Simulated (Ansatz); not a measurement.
Reaction (ligand exchange at the Hf–O bond): `C[O][Hf]([SH])([Cl])[Cl]` + H₂S → `[SH][Hf]([SH])([Cl])[Cl]` + CH₃OH

Gas-phase electronic energies from Ansatz, PBE0-D4/def2-TZVP geometries. CCSD(T)/CBS adds triple-zeta CCSD(T) − MP2 to the extrapolated MP2 energy (def2 sets, frozen cores). This one scheme is used for every species. DFT in def2-TZVPP. def2 core potentials past Kr. For Hf outer-core shells are correlated without core-valence functions, which leaves a few kJ/mol of doubt a bond. Each species was taken in one conformer, which may not be the lowest.

| level | ΔE (kJ/mol) | difference from CCSD(T)/CBS |
| --- | --- | --- |
| LDA (SPW92) | 60.4 | -1.8 |
| r2SCAN-D4 | 61.4 | -0.8 |
| BHLYP-D4 | 67.5 | 5.3 |
| r2SCANh | 60.5 | -1.7 |
| CAM-B3LYP | 76.3 | 14.1 |
| RPA@PBE/def2-TZVPP | 66.9 | 4.7 |
| HF/def2-SVP | 84.0 | 21.8 |
| MP2/def2-SVP | 82.2 | 20.0 |
| CCSD/def2-TZVPP | 69.8 | 7.6 |
| MP2/CBS(def2) | 58.3 | -3.9 |
| CCSD(T)/CBS | 62.2 | 0 |

Largest T1 diagnostic among the species: 0.015.

At CCSD(T), def2-SVP lies +21.6 kJ/mol from the extrapolated value and def2-TZVPP +4.4 kJ/mol. Leaving LDA and LC-ωPBE aside and taking each functional with its dispersion term where it has one, the values, not all of them listed here, spread over 19.1 kJ/mol, from HSE06-D4 to CAM-B3LYP-D4.
